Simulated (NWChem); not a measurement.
Molecule: C5H4N, doublet; SMILES c1nccc[c]1

In the optimisation the excess spin sits in a' (Cs, its own frame). No frequency run checked for a minimum.

Question: Give the equilibrium geometry at PBE0/def2-SVP, spin-unrestricted (NWChem) as an XYZ file, with the point group.

Answer: point group Cs; any orientation.
```
10

C     -1.3765    -0.0602     0.0000
C     -0.7887     1.1833     0.0000
C      0.6109     1.1956     0.0000
C      1.2823    -0.0291     0.0000
N      0.6724    -1.2108     0.0000
C     -0.6651    -1.2432     0.0000
H     -1.3686     2.1110     0.0000
H      1.1679     2.1363     0.0000
H      2.3783    -0.0513     0.0000
H     -1.1459    -2.2273     0.0000
```
